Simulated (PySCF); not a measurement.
Harmonic spectrum computed at PBE0 in the def2-SVP basis family (core potentials from Rb on, PySCF, no spin–orbit coupling):

| symmetry | ω (cm⁻¹) | IR (km/mol) |
| --- | --- | --- |
| b2 | 110 | 5.2 |
| a1 | 178 | 7.8 |
| b1 | 216 | 10.4 |
| a1 | 642 | 13.3 |
| b2 | 666 | 130 |
| a1 | 881 | 2.7 |

Question: Which molecule gave it? In each, all ligands are bound to the one heavy central atom.
A. TcOF₂ (quartet)
B. ReOF₂ (doublet)
C. IrOF₂ (doublet)
D. PtOF₂ (triplet)

Answer: D. It has C2v symmetry with Pt–F 1.891 Å (×2), Pt–O 1.726 Å.
